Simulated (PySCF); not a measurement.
Compound: valeryl chloride, C5H9ClO.
Numbering: `[CH3:1][CH2:2][CH2:3][CH2:4][C:5](=[O:6])[Cl:7]` (hydrogens: H8, H9, H10 on C1; H11, H12 on C2; H13, H14 on C3; H15, H16 on C4)

Torsions of this conformer, `[CH3:1][CH2:2][CH2:3][CH2:4][C:5](=[O:6])[Cl:7]`: C1–C2–C3–C4 180°, C2–C3–C4–C5 180°, C3–C4–C5–O6 0°.

The closed-shell ground state was solved at several levels (PySCF, density fitting, gas phase, non-relativistic). One conformer (not necessarily the lowest) at the GFN2-xTB geometry, without solvent, vibrations or thermal averaging.

| level | basis functions | total energy (Eh) | HOMO (eV) | LUMO (eV) | gap (eV) | dipole (D) |
| --- | --- | --- | --- | --- | --- | --- |
| PBE0/pcSseg-1 | 171 | -730.8692 | -8.53 | -0.93 | 7.60 | 3.13 |
| CAM-B3LYP/def2-SVPD | 222 | -730.9391 | -9.98 | 0.11 | 10.09 | 3.14 |

Task: Estimate the row for PBE0/def2-SVPD, a basis of 222 functions; the other rows only guide the guess.

Result: Total energy -730.6026 Eh, HOMO -8.58 eV, LUMO -1.09 eV, gap 7.49 eV, dipole 3.14 D.

Task: Over all these levels, which gives the widest orbital gap and which the narrowest?

Result: CAM-B3LYP/def2-SVPD (range-separated hybrid) has the widest, 10.09 eV, and PBE0/def2-SVPD (global hybrid, 25 % exact exchange) the narrowest, 7.49 eV. The two share the basis. From the narrowest to the widest the HOMO moves by -1.40 eV and the LUMO by +1.20 eV.

Task: How far do the dipole and the HOMO energy spread over the levels?

Result: The dipole runs from 3.13 to 3.14 D (mean 3.14 D) and the HOMO from -9.98 to -8.53 eV.
